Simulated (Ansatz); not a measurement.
Cost and result for the atomization energy of C₂H₄OSSe (`COC(S)=[Se]`) (9 atoms, 8 bonds).

```tsv
atom	x (Å)	y (Å)	z (Å)
C1	-0.314	0.484	1.388
O2	0.571	0.442	0.272
C3	0.220	-0.254	-0.792
S4	1.498	-0.110	-1.971
Se5	-1.290	-1.184	-1.005
H6	0.189	1.105	2.126
H7	-0.483	-0.524	1.769
H8	-1.270	0.918	1.091
H9	0.879	-0.879	-2.878
```

Charge 0, multiplicity 1. Correlated methods include outer-core shells of Se, which these sets cover unevenly. Scalar relativity is left out up to krypton. The structure was optimised at the PBE0-D4/def2-TZVP level. It is one conformer, not always the lowest. Program: Ansatz. All runs use 4 threads of an Arm Neoverse V1 on a shared host. Times are those of one run each, without the atoms' runs, and a repeat can differ threefold. Electronic energies, without spin–orbit coupling; frozen cores. CCSD(T)/CBS adds CCSD(T) − MP2 in def2-TZVPP to the MP2 limit, and its time is that of the two runs behind it. T1 = 0.016. With those shells the extrapolation isn't a true limit. B3LYP takes the VWN-RPA correlation (the form of Gaussian; ORCA's B3LYP/G).

CCSD(T)/CBS is a level of theory with its own doubt, some kJ/mol a heavy atom from the limit and from the frozen cores, so smaller differences don't rank the functionals.

| level | functions | wall time | atomization (kJ/mol) | difference from CCSD(T)/CBS | per bond |
| --- | --- | --- | --- | --- | --- |
| BLYP-D4/def2-TZVPP | 239 | 2.4 s | 3258.9 | 20.9 | 2.6 |
| PBE0-D4/def2-TZVPP | 239 | 4.3 s | 3260.0 | 22.0 | 2.8 |
| BHLYP-D4/def2-TZVPP | 239 | 4.3 s | 3079.5 | -158.5 | -19.8 |
| r2SCAN-D4/def2-TZVPP (with forces) | 239 | 6 s | 3266.4 | 28.4 | 3.6 |
| B3LYP-D4/def2-TZVPP (with forces) | 239 | 7 s | 3230.0 | -8.0 | -1.0 |
| B2PLYP/def2-TZVPP | 239 | 7 s | 3192.8 | -45.2 | -5.6 |
| ωB97X-V/def2-TZVPP | 239 | 9 s | 3239.6 | 1.6 | 0.2 |
| CCSD(T)/def2-SVP | 112 | 9.5 s | 3023.7 | -214.3 | -26.8 |
| B97M-V/def2-TZVPP | 239 | 12 s | 3247.3 | 9.3 | 1.2 |
| ωB97M-V/def2-TZVPP (with forces) | 239 | 15 s | 3238.3 | 0.3 | 0.0 |
| MP2/def2-QZVPP | 450 | 50 s | 3283.5 | 45.5 | 5.7 |
| CCSD(T)/def2-TZVPP | 239 | 4 min | 3131.9 | -106.1 | -13.3 |
| CCSD(T)/CBS(def2) | – | 4.8 min | 3238.0 | 0.0 | 0.0 |

The D4 term adds +38.5 kJ/mol with B3LYP and +19.9 kJ/mol with PBE0; it sums over pairs of atoms, weighted by their polarisabilities, and B3LYP, whose exchange is more repulsive, gets the larger term. From BLYP to BHLYP (50 % exact exchange), in def2-TZVPP and without D4, the atomization energy moves by −157.4 kJ/mol: exact exchange takes away binding that semilocal exchange gives to molecules. In def2-TZVPP, CCSD(T) changes the Hartree–Fock value by +985.8 kJ/mol (the triples alone add +81.3 kJ/mol) and MP2 by +1075.6 kJ/mol; breaking electron pairs costs correlation energy, which Hartree–Fock lacks.

For some Ge, Se and Sn compounds the MP2-based and the directly extrapolated limit differ by 10 to 25 kJ/mol.
